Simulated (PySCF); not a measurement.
Compound: As(SMe)3, C3H9AsS3.
Z-matrix (Å and degrees, PBE0-D3(BJ)/def2-SVP geometry), rows numbered from 1:
```
As
S   1  2.2466
C   2  1.8176  1   98.75
H   3  1.0997  2  111.93  1   -59.72
H   3  1.0992  2  106.45  1  -178.36
H   3  1.0995  2  110.77  1    63.51
S   1  2.2437  2   96.51  3   177.65
C   7  1.8187  1   98.80  2   -92.09
H   8  1.0996  7  111.80  1   -57.36
H   8  1.0992  7  106.39  1  -175.83
H   8  1.0994  7  111.10  1    66.00
S   1  2.2438  2   95.66  3   -84.67
C  12  1.8185  1   99.07  2   170.85
H  13  1.0995 12  111.83  1   -58.25
H  13  1.0992 12  106.44  1  -176.83
H  13  1.0993 12  110.95  1    65.08
```

Computed with PySCF, delta-SCF UKS SCAN, pcX-2 on the ionised atom, pcseg-1 elsewhere, spin-free X2C. The ground state was rerun for each ionised atom, in the same mixed basis as its hole state.

```tsv
ionised atom	basis functions	E(ionised) (Eh)	binding energy (eV)
C3	199	-3561.93388	291.093
S2	210	-3481.76331	2476.297
```

Question: Fill in the total energy of each ground state.

Answer: With binding energy = E(ionised) − E(ground) and 27.2114 eV a hartree:

```csv
atom,binding energy (Eh),E(ground) (Eh)
C3,10.6975,-3572.6313
S2,91.0022,-3572.7655
```

Question: How much do the ground-state energies differ, and what would follow from using one of them for all holes?

Answer: They run from -3572.7655 Eh (core basis on S2) to -3572.6313 Eh (on C3), 0.1342 Eh or 3.65 eV apart, for one and the same state in different bases and grids. Pairing the ion of C3 with the ground state of S2 would put its binding energy 3.65 eV too high.

Only 1s holes are shown. Topologically equivalent atoms share the value of their first member; where this conformer doesn't relate them by symmetry, their own values could differ. The structure is a single PBE0-D3(BJ)/def2-SVP conformer in the gas phase; no vibrational or solvent corrections.
